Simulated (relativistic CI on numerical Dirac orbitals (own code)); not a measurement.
Yb³³⁺: sensitivity of the levels to the model

Base calculation: Dirac-Coulomb-Breit CI, orbitals from a KLI potential per configuration, a model potential for QED, unscaled Slater integrals.

Configurations in the expansion (outside the closed core [Ar] 3d10): 4s2.4p6.4d, 4s2.4p6.4f, 4s2.4p5.4d2, 4s.4p6.4d2, 4s2.4p5.4d.4f, 4s.4p6.4d.4f, 4s2.4p6.5s, 4s2.4p6.5p, 4s2.4p6.5d, 4s2.4p5.4d.5s, 4p6.4d2.4f, 4s2.4p6.5f, 4s2.4p5.4d.5p, 4s.4p6.4f.5s, 4s2.4p6.5g, 4s.4p6.4d.5s, 4s2.4p5.4d.5d, 4s2.4p6.6s, 4p6.4d3, 4p5.4d4, 4p5.4d3.4f, 4p6.4d.4f2, 4p6.4f3, 4p5.4d2.4f2, 4p5.4d.4f3, 4p6.4f2.5s, 4s.4p6.4f2, 4s.4p5.4f3, 4s.4p6.4f.5p, 4s.4p5.4f2.5p, 4p6.4f2.5p. Double excitations out of closed p, d and f shells are left out; levels of such configurations are missing from the list, as are those of other unlisted configurations, and high levels can miss mixing partners. These lack a partner that the ground configuration has and come out too high: 4s2.4p5.4d.5s, 4s2.4p5.4d.5p, 4s2.4p5.4d.5d, 4s2.4p6.5d, 4s2.4p6.5f.

Variants: (1) one mean potential for all configurations; (2) non-relativistic limit. Shifts of the energy above 4s2.4p6.4d 2D_3/2, in cm⁻¹, for the lowest level and the first level of each name with at least 55 % of one term (blank where a level changes its place among those of its configuration and J or its character, or is not in the variant):

| Level | Base | Δ(1) | Δ(2) |
| --- | --- | --- | --- |
| 4s2.4p6.4d 2D_3/2 | 0 | 0 | 0 |
| 4s2.4p6.4d 2D_5/2 | 112775 | -1 | -112775 |
| 4s2.4p5.4d2 4D°_1/2 | 1109570 | -119 | -84264 |
| 4s2.4p5.4d2 4G°_9/2 | 1228228 | -125 | -166103 |
| 4s2.4p5.4d2 2P°_1/2 | 1401938 | -130 | -278220 |
| 4s2.4p5.4d2 2P°_3/2 | 1484947 | -131 |  |
| 4s2.4p6.4f 2F°_7/2 | 1585081 | -729 | -58475 |
| 4s.4p6.4d2 4F_3/2 | 2398826 | -232 | -619623 |
| 4s.4p6.4d2 4F_5/2 | 2435538 | -231 | -656336 |
| 4s.4p6.4d2 4P_1/2 | 2473923 | -243 | -655494 |
| 4s.4p6.4d2 4F_7/2 | 2510889 | -254 | -731686 |
| 4s.4p6.4d2 4P_3/2 | 2533305 | -261 | -714875 |
| 4s2.4p5.4d.4f 4G_5/2 | 2545514 | -892 | -162671 |

At this charge energies of transitions that change n are usually good to better than 1 %, and those within a shell (Δn = 0) to a few per cent.

Ionisation energy from the two ground configurations alone: base 1323.85 eV. The NIST ASD value (theoretical) is 1324 eV.

LS names give the leading component of a level, which can be under half, so a name can repeat, a term be missing and a line seem to break the LS rules.
